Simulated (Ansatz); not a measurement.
Relaxation of AlB2Cl2H3S (9 atoms, charge 0, multiplicity 1), to a largest force component of 0.015 eV/Å in at most 40 steps.

Level of theory: Ansatz, RKS PBE/def2-SVP.

```xyz
9
Properties=species:S:1:pos:R:3
S 1.040 -1.791 1.195
B 1.183 -0.737 -0.395
Cl 2.447 -1.206 -1.632
B 0.284 0.584 -0.710
Al -1.283 1.171 0.574
Cl -2.541 2.942 0.089
H 0.084 -2.603 0.579
H 0.403 1.199 -1.713
H -1.528 0.396 1.994
```

Q: Where does it end, and by what steps?

A: The run converged. After 30 steps the energy has fallen by 1.598 eV; Cl6 moved furthest, 1.92 Å.

```csv
step,energy less start (eV),largest force component (eV/Å),accepted
0,0.0000,2.128,yes
2,-0.4406,0.668,yes
4,-0.8068,0.993,yes
6,-1.0636,1.189,yes
8,-1.2026,0.499,yes
10,-1.3179,0.406,yes
12,-1.4177,0.330,yes
14,-1.4929,0.209,yes
16,-1.5174,0.394,yes
18,-1.5484,0.258,yes
20,-1.5719,0.290,yes
22,-1.5859,0.249,yes
24,-1.5918,0.158,yes
26,-1.5966,0.060,yes
28,-1.5974,0.024,yes
30,-1.5975,0.010,yes
```

```xyz
9
Properties=species:S:1:pos:R:3
S 1.524 -2.298 0.414
B 1.159 -0.716 -0.366
Cl 2.541 0.360 -0.725
B -0.274 0.010 -0.783
Al -1.260 1.287 0.595
Cl -0.741 3.352 0.618
H 0.237 -2.745 0.480
H -0.732 -0.126 -1.907
H -2.366 0.829 1.657
```

Run time: 81 s on 2 threads of Intel(R) Xeon(R) Platinum 8259CL CPU @ 2.50GHz (Skylake/Cascade Lake), with other jobs on the host, peak memory 0.18 GiB.
